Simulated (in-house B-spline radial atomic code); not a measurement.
Successive ionisation energies of nickel; each step leads to the configuration of the next row (after the last: bare). Dirac energy differences include first-order Breit, QED and recoil terms. NIST's values go from ground level to ground level; the uncertainty of those that are theory runs from under 0.1 % in few-electron ions to several per cent in heavy many-electron ones. Computed with an all-electron radial atomic-structure program (B-spline basis): Dirac-Hartree-Fock, average of the configuration, finite nuclei.

| ion | configuration | ionisation energy (eV) | tabulated value (eV) | tabulated kind | computed minus tabulated (eV) | highest orbital | largest mean radius (bohr) |
| --- | --- | --- | --- | --- | --- | --- | --- |
| Ni22+ | [He] 2s2 2p2 | 1998.3 | 2008.1 | semi-empirical | -10 | 2p3/2 | 0.22858 |
| Ni23+ | [He] 2s2 2p1 | ? | ? | semi-empirical | ? | ? | ? |
| Ni24+ | [He] 2s2 | 2288.5 | 2295.6 | semi-empirical | -7 | 2s1/2 | 0.22342 |
| Ni25+ | [He] 2s1 | ? | ? | tabulated theory | ? | ? | ? |
| Ni26+ | 1s2 | 10287.3 | 10288.89 | tabulated theory | -2 | 1s1/2 | 0.05355 |
| Ni27+ | 1s1 | 10775.4 | 10775.4 | tabulated theory | 0 | 1s1/2 | 0.052818 |

Fill in the row of Ni23+.

ionisation energy (eV): 2119.0; tabulated value (eV): 2130.5; computed minus tabulated (eV): -11; highest orbital: 2p3/2; largest mean radius (bohr): 0.22598.

Fill in the row of Ni25+.

ionisation energy (eV): 2399.1; tabulated value (eV): 2399.259; computed minus tabulated (eV): 0; highest orbital: 2s1/2; largest mean radius (bohr): 0.22106.

Where is the largest jump?

From Ni25+ to Ni26+, by a factor of 4.29 (2399.1 to 10287 eV); the highest orbital goes from 2s1/2 to 1s1/2.

Where a p, d or f electron is removed, the computed value is a mean over both j, so it misses the tabulated one by a part of the spin-orbit splitting; averaging over terms and missing correlation add to the gap, relatively most at low charge.
